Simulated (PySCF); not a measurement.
**Question.** Write Cartesian coordinates for `OCCOCCO` (diethylene glycol) as optimised with PBE0-D3(BJ)/def2-TZVP.

**Answer.** 
```xyz
17
C4H10O3 angstrom
O     -1.7801    1.6402   -1.1880
C     -2.1192    0.3209   -0.8347
C     -0.9056   -0.5599   -0.6910
O     -0.1312   -0.0660    0.3767
C      1.0891   -0.7511    0.5388
C      1.8288   -0.1235    1.6918
O      2.1688    1.2188    1.4418
H     -1.1255    1.9403   -0.5513
H     -2.7558   -0.0695   -1.6320
H     -2.6950    0.2957    0.1010
H     -1.2123   -1.5980   -0.4933
H     -0.3191   -0.5444   -1.6207
H      0.9057   -1.8162    0.7452
H      1.6876   -0.6749   -0.3802
H      2.7639   -0.6631    1.8573
H      1.2191   -0.2162    2.6014
H      1.3527    1.6798    1.2288
```

Orientation and origin are arbitrary. Atoms count from 1 in this order. Of the pairs four or more bonds apart, O4···H8 is among the closest relative to their van der Waals radii: 2.42 Å, 89 % of the sum of Bondi's values. All 4 C–O bonds measure 1.407 to 1.409 Å. O1 (alcohol oxygen) is bent (angle 106.9°). O4 (ether oxygen) is bent (angle 113.1°).

Bonds between heavy atoms (Å): O1–C2 1.407, C2–C3 1.506, C3–O4 1.408, O4–C5 1.409, C5–C6 1.507, C6–O7 1.407.

Computed, not measured: PBE0-D3(BJ)/def2-TZVP geometry optimisation, gas phase in PySCF 2.14.0.

Point group: near Cs, missed by 0.16 Å at most; the miss may be what the optimiser left on a soft mode. PBE0-D3(BJ)/def2-TZVP frequencies: not computed here. The numbers are those of one conformer (H–O1–C2–C3 -53°, O1–C2–C3–O4 64°, C2–C3–O4–C5 -175°, C3–O4–C5–C6 179°, O4–C5–C6–O7 -63°).

Time: 72 s wall, 3.2 min CPU; peak memory 1.6 GiB. Hardware: 2 threads, AMD EPYC 9R45 (x86_64) (shared host). This is the geometry optimisation.
